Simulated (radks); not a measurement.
The numbers below are computed, except where a source is named.
Problem. These are the eigenvalues of the occupied orbitals of an atom or ion with whole-number occupations (hartree). Code: a radial shooting solver on a logarithmic mesh with Libxc functionals. Model: scalar-relativistic Kohn-Sham, PBE, spin-polarised, spherical densities, finite nucleus; Fermi nuclear charge, rms radius of each element as measured or else 0.836 A^(1/3) + 0.57 fm.

| orbital | eigenvalue |
|---|---|
| 1s up | -3100.917 |
| 1s down | -3099.102 |
| 2s up | -708.1789 |
| 2s down | -705.7588 |
| 2p up | -643.7318 |
| 2p down | -640.8144 |
| 3s up | -283.9778 |
| 3s down | -281.9801 |
| 3p up | -264.8661 |
| 4p up | -142.3021 |

Which element is it, and in what charge state? The configuration may be excited. Open shells, if any, are filled with parallel spins first.

Solution. Z = 78, platinum, charge +63: Pt63+ in [He] 2s2 2p4 3s2 3p3 4p2. The list shows which subshells hold electrons but not how many an open one holds; the 1s level, -3100.9 hartree, gives Z - s = 78.8 by -(Z - s)^2/2, which with screening and relativity narrows Z to a few neighbours, and the depths of the outer levels then fix element, charge and occupations together.
